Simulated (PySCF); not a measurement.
SMILES C[Si](C)([O][GeH3])[O][GeH3] (C₂H₁₂Ge₂O₂Si), GFN2-xTB optimised geometry.

```
19

Ge     1.58    -0.79     1.27
O      0.47    -1.18     0.00
Si    -1.18    -1.18     0.00
C     -1.83    -2.19     1.47
C     -1.82     0.61     0.00
O     -1.55    -1.91    -1.41
Ge    -0.41    -2.48    -2.60
H      2.90    -0.73     0.57
H      1.19     0.54     1.87
H      1.52    -1.87     2.30
H     -1.51    -1.74     2.40
H     -2.91    -2.24     1.47
H     -1.45    -3.21     1.44
H     -1.42     1.18    -0.84
H     -2.90     0.64    -0.07
H     -1.53     1.12     0.92
H     -1.34    -3.02    -3.65
H      0.44    -3.55    -1.99
H      0.40    -1.32    -3.09
```

Density from PBE0/def2-SVP run with PySCF at that geometry.

Minimum of the electron density along straight lines between bonded atoms, close to the bond critical point (lines longer than 1.1 times the sum of covalent radii, or with two minima, are not listed):

| bond | length / Å | ρ at the minimum / e bohr⁻³ | ∇²ρ there / e bohr⁻⁵ | position (fraction from the first atom) |
|---|---|---|---|---|
| Ge1–O2 | 1.737 | 0.147 | 0.81 | 0.47 |
| O2–Si3 | 1.648 | 0.122 | 1.00 | 0.59 |
| Si3–C4 | 1.897 | 0.114 | 0.31 | 0.38 |
| Si3–C5 | 1.898 | 0.114 | 0.31 | 0.38 |
| Si3–O6 | 1.628 | 0.129 | 1.07 | 0.41 |
| O6–Ge7 | 1.750 | 0.141 | 0.76 | 0.53 |
| Ge1–H8 | 1.494 | 0.144 | 0.07 | 0.59 |
| Ge1–H9 | 1.501 | 0.142 | 0.07 | 0.59 |
| Ge1–H10 | 1.500 | 0.143 | 0.07 | 0.59 |
| C4–H11 | 1.087 | 0.270 | -0.95 | 0.62 |
| C4–H12 | 1.084 | 0.272 | -0.97 | 0.62 |
| C4–H13 | 1.087 | 0.271 | -0.96 | 0.62 |
| C5–H14 | 1.086 | 0.271 | -0.97 | 0.62 |
| C5–H15 | 1.084 | 0.272 | -0.97 | 0.62 |
| C5–H16 | 1.086 | 0.271 | -0.96 | 0.62 |
| Ge7–H17 | 1.497 | 0.143 | 0.07 | 0.59 |
| Ge7–H18 | 1.497 | 0.143 | 0.07 | 0.59 |
| Ge7–H19 | 1.496 | 0.144 | 0.07 | 0.59 |
